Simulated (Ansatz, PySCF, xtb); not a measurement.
Reaction (SMILES): CC1CCCC1 + 6 C (CH4) -> 6 CC (C2H6) [ethane]
Geometries: B3LYP-D3(BJ)/def2-TZVP minima from Ansatz (a quantum-chemistry and plane-wave program), one conformer each, not searched for the lowest. Frequencies are from Ansatz or PySCF.

Wanted: bond separation energy (enthalpy at 298 K, with B3LYP-D3(BJ) rigid-rotor harmonic-oscillator terms), in kJ/mol. Valence correlation only, unless marked. Spin-orbit coupling is left out. No relativistic terms. CBS(X,Y): correlation extrapolated as X^-3; Hartree-Fock from the larger set. The bracket is a focal-point correction in the basis named.

```
level     program  bond separation energy (kJ/mol)
--------  -------  -------------------------------
GFN1-xTB      xtb                             53.1
```

Estimate the value at RI-MP2/CBS(cc-pVTZ,cc-pVQZ)+[CCSD(T)-MP2]/cc-pVTZ as computed with Ansatz.

45.7 kJ/mol
